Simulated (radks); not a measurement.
Task: Radial electron density D(r) = 4 pi r^2 rho(r) of an atom or ion with 43 electrons. Calculated with a radial shooting solver on a logarithmic mesh with Libxc functionals: Dirac Kohn-Sham, BLYP, spin-unpolarised, spherical densities, finite nucleus; Fermi nuclear charge, rms radius of each element as measured or else 0.836 A^(1/3) + 0.57 fm.

```
   r/bohr * D(r) (the largest magnitude, 75.1, reaches the edge; | marks zero)
 0.002688 |    *
 0.003472 |       *
 0.004521 |          *
 0.005886 |               *
 0.007604 |                     *
 0.009901 |                             *
  0.01289 |                                    *
  0.01679 |                                         *
  0.02169 |                                            *
  0.02824 |                                          *
  0.03677 |                                      *
  0.04788 |                                      *
  0.06185 |                                           *
  0.08053 |                                                    *
   0.1049 |                                                      *
   0.1365 |                                             *
   0.1764 |                                     *
   0.2297 |                                       *
   0.2991 |                                            *
   0.3863 |                                 *
    0.503 |                 *
    0.655 |           *
   0.8529 |            *
    1.102 |          *
    1.435 |    *
    1.868 | *
    2.432 *
    3.142 *
    4.091 *
```

What is the nuclear charge?

Result: Z = 47. The innermost maximum, from 1s, lies near gamma/Z bohr with gamma = sqrt(1 - (Z/c)^2) = 0.939, here 0.02 bohr (found: 0.0219), and its height grows with Z. The density is that of the silver ion Ag4+ in [Kr] 4d7; the configuration itself is not fixed sharply by these data, and Z only to a few units. D(r) has 4 maxima, at r = 0.0219, 0.0960, 0.290, 0.853 bohr, and minima at 0.0435, 0.188, 0.650 bohr, inside which lie 2.05, 11.16, 29.06 electrons.
